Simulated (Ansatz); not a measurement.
Consider the silylene formation by 1,1-elimination: `F[SiH2][GeH2][SiH3]` → `[SiH3][GeH3]` + `F[SiH]`.

Calculated with Ansatz (gas phase, PBE0-D4/def2-TZVP geometries, no zero-point term in ΔE). CCSD(T)/CBS is the MP2 limit (def2-TZVPP, def2-QZVPP) plus CCSD(T) − MP2 in def2-TZVPP, frozen cores. This one scheme is used for every species. DFT in def2-TZVPP. B3LYP here is the variant with VWN-RPA as its local correlation; programs differ in this. For Ge outer-core shells are correlated without core-valence functions, which leaves a few kJ/mol of doubt a bond. Scalar relativity is left out up to krypton. One conformer a species, not always the lowest.

| level | ΔE (kJ/mol) | difference from CCSD(T)/CBS |
| --- | --- | --- |
| PBE-D4 | 219.7 | 2.4 |
| r2SCAN-D4 | 235.8 | 18.5 |
| PBE0-D4 | 230.4 | 13.1 |
| B3LYP-D4 | 210.0 | -7.3 |
| ωB97X-V | 222.5 | 5.2 |
| ωB97M-V | 205.2 | -12.1 |
| B2PLYP | 207.3 | -10.0 |
| PBE | 211.2 | -6.1 |
| r2SCAN | 233.5 | 16.2 |
| PBE0 | 222.7 | 5.4 |
| B3LYP | 196.4 | -20.9 |
| HF/def2-TZVPP | 198.0 | -19.3 |
| MP2/def2-TZVPP | 225.6 | 8.3 |
| SCS-MP2/def2-TZVPP | 213.5 | -3.8 |
| CCSD/def2-TZVPP | 206.6 | -10.7 |
| CCSD(T)/def2-TZVPP | 209.6 | -7.7 |
| HF/def2-QZVPP | 197.0 | -20.3 |
| MP2/def2-QZVPP | 229.7 | 12.4 |
| SCS-MP2/def2-QZVPP | 217.5 | 0.2 |
| HF/CBS(def2) | 196.8 | -20.5 |
| MP2/CBS(def2) | 233.3 | 16.0 |
| CCSD/CBS(def2) | 214.3 | -3.0 |
| CCSD(T)/CBS | 217.3 | 0 |

Largest T1 diagnostic among the species: 0.015.

From PBE to PBE0 (25 % exact exchange), in def2-TZVPP and without D4, ΔE moves by +11.5 kJ/mol. The D4 term adds +13.6 kJ/mol with B3LYP and +7.6 kJ/mol with PBE0; it sums over pairs of atoms, weighted by their polarisabilities, and B3LYP, whose exchange is more repulsive, gets the larger term.
